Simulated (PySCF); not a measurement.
**Frontier orbitals and the lowest excitations**

Species: C₆H₁₃FGe.
Cartesian coordinates in Å at the PBE0-D3(BJ)/def2-SVP level; atoms count from 1:
```xyz
21
C6H13FGe angstrom
C      2.4354   -1.0125    0.2658
C      1.0850   -0.5488   -0.2626
C      0.8850    0.9612   -0.0973
C     -0.4305    1.5081   -0.6485
C     -1.6732    1.0722    0.1134
F     -2.7492    1.7994   -0.3732
C     -1.9878   -0.4039    0.0059
Ge    -0.4405   -1.4755    0.5655
H      2.5885   -2.0933    0.1199
H      2.5349   -0.8075    1.3444
H      3.2633   -0.4899   -0.2434
H      1.0207   -0.7844   -1.3410
H      1.7206    1.4874   -0.5926
H      0.9689    1.2262    0.9740
H     -0.5508    1.2187   -1.7076
H     -0.4094    2.6088   -0.6268
H     -1.5571    1.3541    1.1778
H     -2.8834   -0.6502    0.5958
H     -2.2082   -0.6459   -1.0472
H     -0.5739   -2.9384    0.0987
H     -0.2922   -1.4473    2.1039
```

The calculation used TDDFT CAM-B3LYP/def2-SVPD, vertical, gas phase, core orbitals frozen in the response (PySCF). The CAM-B3LYP/def2-SVPD calculation is non-relativistic and has no spin–orbit coupling, an omission that weighs most on germanium.

Frontier orbitals with the atoms that hold most of them (Löwdin shares over 4%, at most four atoms; ? is withheld):

| orbital | ε (eV) | atoms |
| --- | --- | --- |
| HOMO-3 | -10.60 | F6 24%, C5 19%, C4 17%, H17 8% |
| HOMO-2 | -10.46 | Ge8 26%, H21 20%, H20 10%, C2 8% |
| HOMO-1 | -10.03 | C7 29%, Ge8 21%, F6 14%, H20 8% |
| HOMO | -9.12 | ? |
| LUMO | 1.09 | ? |
| LUMO+1 | 1.33 | Ge8 22%, C1 10%, H21 8%, H18 8% |
| LUMO+2 | 1.71 | Ge8 14%, C4 11%, H15 10%, H21 9% |

**Question.** Give the leading atoms of the HOMO.

**Answer.** C2 (bonded to 2 C, Ge and H) 30%; Ge8 (bonded to 2 C and 2 H) 20%; C7 (bonded to C, Ge and 2 H) 8%; C3 (bonded to 2 C and 2 H) 8%. By element: carbon 46% or more, germanium 20%.

**Question.** Give the leading atoms of the LUMO.

**Answer.** Ge8 (bonded to 2 C and 2 H) 33%; H20 (bonded to Ge) 10%; C1 (bonded to C and 3 H) 8%; H21 (bonded to Ge) 5%. By element: germanium 33%, hydrogen 15% or more, carbon 8% or more.

**Question.** How does S1 compare with the orbital gap of 10.20 eV?

**Answer.** S1 is at 7.36 eV (f = 0.0037), 2.84 eV below the gap, made of HOMO→LUMO (80%), HOMO→LUMO+1 (11%). 

**Question.** One configuration dominates each of S1 and S2. Which, and how do the shares of the two leading atoms of either orbital change from the occupied to the empty one?

**Answer.** 
- S1 (7.36 eV, f 0.0037), HOMO→LUMO (80%): C2 30% → at most 6%, Ge8 20% → 33%, H20 at most 9% → 10%
- S2 (7.67 eV, f 0.024), HOMO→LUMO+1 (79%): C2 30% → at most 9%, Ge8 20% → 22%, C1 at most 9% → 10%

Time: 9.5 min (grids of density and orbitals included); peak memory 1.6 GiB. Hardware: one thread of an Intel Xeon at 2.70 GHz, shared host with 64 logical CPUs at a one-minute load of 61.

One conformer stands for the species.
